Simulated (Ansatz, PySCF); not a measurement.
This Ansatz (a first-principles code) input computes a r2SCAN/def2-TZVPD energy:

Ansatz 0.2 input:
```yaml
crystal:
  periodic: [false, false, false]
  atoms:
    - {symbol: Ga, position_ang: [-0.00000000, -0.00000000, -0.40082716]}
    - {symbol: F, position_ang: [0.00000000, 0.00000000, 1.38062690]}
basis:
  gaussian:
    orbitals: def2-TZVPD
hamiltonian:
  xc: {name: r2SCAN}
magnetization: {spin_polarized: true, initial_magnetization: 2}
output: {forces: true}
```

Problem. Write an input for the same energy in PySCF and say what it gives.

Solution. 
```python
from pyscf import gto, scf, dft

mol = gto.M(
    atom='''
    Ga   -0.00000000   -0.00000000   -0.40082716
    F     0.00000000    0.00000000    1.38062690
    ''',
    basis='def2-tzvpd',
    charge=0,
    spin=2,
    symmetry='C2v',
    verbose=4,
)

mf = dft.UKS(mol, xc='r2scan').density_fit(auxbasis='def2-universal-jkfit')
mf.grids.level = 4
mf.conv_tol = 1e-9
mf.max_cycle = 100
mf.max_memory = 1500
mf.kernel()
if not mf.converged:
    mf = mf.newton()
    mf.kernel(mf.make_rdm1())
mf.analyze()
```
It gives -2024.60536 Eh, and Ansatz -2024.60537 Eh, a difference of 0.01 mEh.

This is an excited triplet: at this geometry the singlet lies 3.72 eV lower at CCSD(T)/CBS(aug-cc-pVTZ,aug-cc-pVQZ).
